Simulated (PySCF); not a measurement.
Gas-phase reaction: 2 GaH3 + C4H10 (n-butane) = 2 GaH(CH3)2 + H2

Computed with PySCF and rigid-rotor harmonic-oscillator thermochemistry at 1 bar. S°(298 K) at PBE0/def2-TZVP differs from the NASA 1993 table for C4H10 (n-butane) (-9 J/mol/K); whether the harmonic model or the table's entry is off was not settled. † marks an energy on the PBE0/def2-TZVP geometry and frequencies. All species are closed-shell singlets. B3LYP is the form with VWN-RPA correlation. Ga: all electrons, no relativistic terms. Methyl groups turn as free rotors in GaH(CH3)2. GaH3, GaH(CH3)2: computed as isolated molecules; such fragments, hydroxides, amides, oligomers or adducts are transient or little studied in the gas. The harmonic model lacks anharmonicity and excited electronic states, which grow with temperature; levels with a mode under 35 cm⁻¹ are left out. Internal rotation in C4H10 (n-butane) is treated as a harmonic vibration of one conformer, which makes the entropy rough.

ΔH° and ΔS° at 298 K: B3LYP/def2-TZVP† -75 kJ, 33 J/K; BLYP/def2-TZVP† -84 kJ, 33 J/K; HF/def2-TZVP† -31 kJ, 33 J/K.

With the heat capacities included, give log10 K (1 bar) at 500, 600, 1000, 1800, 2500 K from B3LYP/def2-TZVP†, BLYP/def2-TZVP†, HF/def2-TZVP†.


```json
[
 {"T (K)": "500", "B3LYP/def2-TZVP†": "9.6", "BLYP/def2-TZVP†": "10.6", "HF/def2-TZVP†": "5.1"},
 {"T (K)": "600", "B3LYP/def2-TZVP†": "8.4", "BLYP/def2-TZVP†": "9.3", "HF/def2-TZVP†": "4.7"},
 {"T (K)": "1000", "B3LYP/def2-TZVP†": "6.0", "BLYP/def2-TZVP†": "6.5", "HF/def2-TZVP†": "3.8"},
 {"T (K)": "1800", "B3LYP/def2-TZVP†": "4.4", "BLYP/def2-TZVP†": "4.6", "HF/def2-TZVP†": "3.1"},
 {"T (K)": "2500", "B3LYP/def2-TZVP†": "3.7", "BLYP/def2-TZVP†": "3.9", "HF/def2-TZVP†": "2.8"}
]
```
